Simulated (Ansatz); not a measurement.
Complex (SMILES): F (HF) with N#N (N2), atoms 1 to 2 the first; geometry from B3LYP-D3(BJ)/def2-TZVP, monomers rigid:
```xyz
4

F      0.3830    -0.0965     0.2212
H     -0.2809     0.0249    -0.4159
N     -2.5150     0.4344    -2.5571
N     -1.7349     0.2913    -1.8098
```

Basis-set convergence of the counterpoise-corrected interaction energy at PBE with Ansatz (a first-principles code). Cartesian d functions, on some or all atoms, in 6-31G**; all else is spherical. The program fits the integrals of some runs and decomposes those of others, by size. No added dispersion term, no relativity. Functions are those of the species that has most. Reference: the value in aug-pcseg-3, -2.55 kcal/mol.

| basis | functions | counterpoise-corrected interaction energy (kcal/mol) |
|---|---|---|
| STO-3G | 16 | ? |
| def2-SVP | 47 | -2.41 |
| pcseg-1 | 47 | -2.52 |
| 6-31G** | 50 | ? |
| 6-311G** | 60 | -2.41 |
| 6-311++G(2d,2p) | 91 | -2.39 |
| def2-TZVP | 99 | ? |
| cc-pVTZ | 104 | ? |
| jun-cc-pV(T+d)Z | 131 | -2.52 |
| cc-pVQZ | 195 | -2.54 |
| pcseg-3 | 213 | -2.58 |
| def2-QZVPPD | 225 | -2.55 |
| pcseg-4 | 364 | -2.56 |

### Question
Fill in the missing entries.

### Answer

- STO-3G, counterpoise-corrected interaction energy (kcal/mol): -0.73
- 6-31G**, counterpoise-corrected interaction energy (kcal/mol): -2.14
- def2-TZVP, counterpoise-corrected interaction energy (kcal/mol): -2.50
- cc-pVTZ, counterpoise-corrected interaction energy (kcal/mol): -2.47
